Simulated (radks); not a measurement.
Results of a calculation; reference values are marked as such.
Charge is removed step by step from the 1s level of He, starting from [He]. Level of theory: scalar-relativistic Kohn-Sham, r2SCAN, spin-unpolarised, spherical densities, finite nucleus; meta-GGA in the generalised Kohn-Sham scheme; Gaussian nuclear charge, rms radius 1.6755 fm (a radial shooting solver on a logarithmic mesh with Libxc functionals).

| removed (e) | E - E(0) (eV) | eigenvalue (eV) | E minus straight line (eV) |
|---|---|---|---|
| 0 | 0.000 | -16.537 | 0.000 |
| 0.1 | 1.756 | -18.591 | -1.007 |
| 0.2 | 3.720 | -20.709 | -1.805 |
| 0.3 | 5.900 | -22.888 | -2.389 |
| 0.4 | 8.300 | -25.125 | -2.751 |
| 0.5 | 10.927 | -27.417 | -2.887 |
| 0.6 | 13.785 | -29.760 | -2.792 |
| 0.7 | 16.880 | -32.150 | -2.459 |
| 0.8 | 20.216 | -34.583 | -1.886 |
| 0.9 | 23.798 | -37.052 | -1.067 |
| 1 | 27.628 | -39.552 | 0.000 |

Removing the whole electron costs 27.628 eV by Delta-SCF, against 16.537 eV from minus the eigenvalue at the starting occupation. Slater's transition state (half an electron removed) gives 27.417 eV. Integrating minus the eigenvalue over the occupation (Janak's theorem) gives 27.628 eV. In this scalar-relativistic scheme the density is built from large components alone, so the theorem holds only approximately. The mean slope of the eigenvalue, de/dn, is 23.0 eV per electron. Ionisation energy of He in the NIST Atomic Spectra Database: 24.587 eV (measured).

Beside tabulated values, note that spin-unpolarised runs miss the spin-polarisation part of the exchange energy of open shells.
